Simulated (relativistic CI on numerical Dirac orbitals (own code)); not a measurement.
# Ligand-field terms of d7

Computed with a parametric ligand-field model of a d^n configuration (Racah B and C, spin-orbit zeta, crystal field), exact diagonalisation.

Field parameters in Wybourne normalisation: Oh B⁴₀ = 21Dq, B⁴₄ = √(5/14) B⁴₀; Td as Oh with Dq negative (B⁴₀ = 21Dq, B⁴₄ = √(5/14) B⁴₀). The field is a parameter set, without covalency.

(1) Ground term and bands for B = 950, C = 3710, ζ = 0 cm⁻¹, Oh, 10Dq = 8500 cm⁻¹?

(2) A d7 ion in Td symmetry has the ground term 4A2 and bands at 4T2 8200 cm⁻¹ (1220 nm), 4T1 13634 cm⁻¹ (733 nm), 2E 18730 cm⁻¹ (534 nm), 2T1 19499 cm⁻¹ (513 nm), 4T1 24316 cm⁻¹ (411 nm), 2A1 24570 cm⁻¹ (407 nm). Which parameters reproduce them?

(3) A d7 ion in Td symmetry has the ground term 4A2 and bands at 4T2 8650 cm⁻¹ (1156 nm), 4T1 14143 cm⁻¹ (707 nm), 2E 15369 cm⁻¹ (651 nm), 2T1 16128 cm⁻¹ (620 nm), 2T2 21102 cm⁻¹ (474 nm), 4T1 23957 cm⁻¹ (417 nm). Which parameters reproduce them?

(4) Ground term and bands for B = 770, C = 3840, ζ = 0 cm⁻¹, Td, 10Dq = -1450 cm⁻¹?

(5) Ground term and bands for B = 920, C = 3440, ζ = 0 cm⁻¹, Oh, 10Dq = 4100 cm⁻¹?

Answers

(1) Ground term 4T1 with 2.08 electrons in the two orbitals of the cubic e set. Spin-allowed: 4T2 7380 cm⁻¹ (1355 nm), 4A2 15880 cm⁻¹ (630 nm), 4T1 20510 cm⁻¹ (488 nm). Lowest spin-forbidden: 2E 9406 cm⁻¹ (1063 nm), 2T1 16174 cm⁻¹ (618 nm), 2T2 16454 cm⁻¹ (608 nm).

(2) B = 890, C = 4270, ζ = 0 cm⁻¹, Td, 10Dq = -8200 cm⁻¹.

(3) B = 810, C = 3310, ζ = 0 cm⁻¹, Td, 10Dq = -8650 cm⁻¹.

(4) Ground term 4A2 with 4.00 electrons in the two orbitals of the cubic e set. Spin-allowed: 4T2 1450 cm⁻¹, 4T1 2579 cm⁻¹, 4T1 13321 cm⁻¹ (751 nm). Lowest spin-forbidden: 2E 15671 cm⁻¹ (638 nm), 2T1 15841 cm⁻¹ (631 nm), 2A1 16050 cm⁻¹ (623 nm). With an A2 ground term the first spin-allowed band lies at |10Dq| itself.

(5) Ground term 4T1 with 2.13 electrons in the two orbitals of the cubic e set. Spin-allowed: 4T2 3444 cm⁻¹ (2904 nm), 4A2 7544 cm⁻¹ (1326 nm), 4T1 16588 cm⁻¹ (603 nm). Lowest spin-forbidden: 2E 12420 cm⁻¹ (805 nm), 2T2 15124 cm⁻¹ (661 nm), 2T1 15211 cm⁻¹ (657 nm).
